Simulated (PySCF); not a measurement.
Finite-field polarisability of Sr (strontium, neutral)

[Kr] 5s2, closed-shell 1S. All numbers are calculated (PySCF 2.14, the spin-free X2C one-electron Hamiltonian (Gaussian nucleus), in x2c-TZVPPall with one added diffuse shell each of s, p, d, f type (9s7p7d3f1g, 95 functions)). Frozen: [Ar] 3d10. Energy changes in a uniform field (μhartree):

```json
{"axis": "x", "F (au)": "0.00093", "HF": "-100.576", "MP2": "-75.684", "CCSD": "-88.577", "CCSD(T)": "-87.025"}
{"axis": "x", "F (au)": "0.00186", "HF": "-402.777", "MP2": "-302.973", "CCSD": "-354.554", "CCSD(T)": "-348.330"}
```

(1) Derive α along x at CCSD(T) from the two fields.

(2) And the mean polarisability at each level?

Results:

(1) With ΔE = −αF²/2 − γF⁴/24, α = −(16 ΔE(F) − ΔE(2F))/(6F²) = 201.2 bohr³.

(2) HF 232.5, MP2 175.0, CCSD 204.8, CCSD(T) 201.2 bohr³. Reference: 197.2 ± 0.2 bohr³ (recommended; Schwerdtfeger and Nagle, table of static dipole polarizabilities (2023 update)).
